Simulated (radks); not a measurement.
Values are calculated unless marked as measured or tabulated.
Problem. Ir3+, 74 electrons, occupied as [Xe] 4f14 5d6. Code: a radial shooting solver on a logarithmic mesh with Libxc functionals. Model: Dirac Kohn-Sham, BP86, spin-unpolarised, spherical densities, finite nucleus; open shells fill j = l - 1/2 first; Fermi nuclear charge, rms radius 5.4032 fm.

Spin-orbit splittings of the eigenvalues, e(l+1/2) - e(l-1/2), with zeta = 2 splitting/(2l+1) and mean radii in bohr:

shell  occ.  splitting (eV)  zeta (eV)  <r> j=l-1/2  <r> j=l+1/2
2p        6               ?          ?      0.06016      0.06848
3p        6           356.4      237.6       0.1801       0.1954
3d       10           77.02      30.81       0.1705       0.1752
4p        6           84.31      56.21       0.4266       0.4604
4d       10           15.65      6.260       0.4719       0.4831
4f       14           3.122     0.8920       0.5310       0.5387
5p        6           13.74      9.160        1.060        1.155
5d        6           1.443     0.5774        1.522        1.567

Estimate the 2p splitting.

Solution. 1628 eV (zeta = 1085 eV).
